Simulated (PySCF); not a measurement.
H5N2OSTa, SMILES [NH2][Ta]([NH2])([OH])=[S], multiplicity 1. Geometry optimised at PBE0-D3(BJ)/def2-SVP. The spin state was assumed, not searched. The structure was generated by enumeration; whether it is a known compound was not checked. The def2 effective core potentials stand for the cores of Ta; spin–orbit coupling is left out. One conformer was computed; it need not be the lowest.

Computed equilibrium geometry at PBE0-D3(BJ)/def2-SVP (PySCF confirms it by a frequency run) as a Z-matrix, and its point group (one conformer of several):
point group Cs.
```
Ta
O 1 1.9040
H 2 0.9606 1 137.20
N 1 1.9756 2 107.70 3 120.25
H 4 1.0160 1 125.81 2 -130.33
H 4 1.0175 5 109.88 1 177.16
N 1 1.9756 2 107.70 3 -120.25
H 7 1.0160 1 125.81 2 130.33
H 7 1.0175 8 109.88 1 -177.16
S 1 2.1731 2 115.11 3 0.00
```
